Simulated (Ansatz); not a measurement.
Cl2Pb, charge +1, doublet, geometry from GFN2-xTB (such geometries of metal compounds can be far from the true shape) (a state made from the parent by changing its charge; the spin is typed, not shown lowest) (core potentials on Pb); Ansatz (a quantum-chemistry and plane-wave program) with WB97M-V/def2-SVPD.

The Ansatz input:
Ansatz 0.2 input:
```yaml
crystal:
  periodic: [false, false, false]
  atoms:
    - {symbol: Pb, position_ang: [0.01015581, -0.01565948, 0.63472292]}
    - {symbol: Cl, position_ang: [0.88949124, 1.05107845, -1.52042667]}
    - {symbol: Cl, position_ang: [-0.93847809, -0.97554448, -1.54117802]}
basis:
  gaussian:
    orbitals: def2-SVPD
hamiltonian:
  xc: {name: wB97M-V}
total_charge: 1
magnetization: {spin_polarized: true, initial_magnetization: 1}
```

Output, abridged:

```
Functional definition: wB97M-V
911 factors; integrals over basis functions are off by at most 1.8e-4 eV
295 factors; integrals over basis functions are off by at most 2.7e-5 eV
mean field evaluation 1: about -30266.1576 eV, gradient 3.1e1 eV
mean field evaluation 2: about -30255.3745 eV, gradient 5.6e1 eV
mean field evaluation 4: about -30276.2214 eV, gradient 1.7e0 eV
mean field evaluation 8: about -30276.2859 eV, gradient 2.4e-1 eV
mean field evaluation 16: about -30276.2871 eV, gradient 8.9e-4 eV
mean field evaluation 32: about -30274.2185 eV, gradient 2.0e-4 eV
mean field -30276.28707958 eV, -1112.6330281701 hartree, gradient 3.1e-5 eV, S^2 0.755436; 3 other end points of the search recorded, 0 dependent functions left out
reference -30276.28713087 eV, -1112.6330300549 hartree; 28, 27 occupied and 58, 59 virtual orbitals, 911 factors
Total energy: -30276.28713087 eV, -1112.6330300549 hartree
```
